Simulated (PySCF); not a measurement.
## Radial density of Dy⁵⁹⁺ (dysprosium, charge +59)

UHF, [He] 2s2 2p3, high-spin 4S determinant. Computed with PySCF 2.14 in an even-tempered Gaussian basis (15 s from 37 bohr⁻², ratio 2.5; 9 p from 48 bohr⁻², ratio 2.5; 5 d from 180 bohr⁻², ratio 2.7; 4 f from 270 bohr⁻², ratio 2.7), with the non-relativistic Hamiltonian (point nucleus).

| r (bohr) | 4πr²ρ (e/bohr) | 4πr²(ρα − ρβ) |
| --- | --- | --- |
| 0.000345 | 0.2883 | 0.0000 |
| 0.000581 | 0.7906 | 0.0000 |
| 0.000977 | 2.123 | 0.0001 |
| 0.00164 | 5.501 | 0.0008 |
| 0.00276 | 13.42 | 0.0064 |
| 0.00465 | 29.60 | 0.0458 |
| 0.00782 | 55.09 | 0.2985 |
| 0.0131 | 77.33 | 1.6902 |
| 0.0221 | 70.43 | 7.5705 |
| 0.0372 | 48.18 | 23.0249 |
| 0.0626 | 57.95 | 36.7877 |
| 0.105 | 39.15 | 19.9404 |
| 0.177 | 4.018 | 1.7517 |
| 0.298 | 0.02806 | 0.0109 |

A non-relativistic calculation at this Z misses sizeable relativistic shifts. Spin-orbit coupling, which splits the p, d and f shells strongly at this Z, is absent. Spin-orbit coupling is strong in this species (close to jj coupling), so the high-spin LS determinant is a model state, not a physical level.
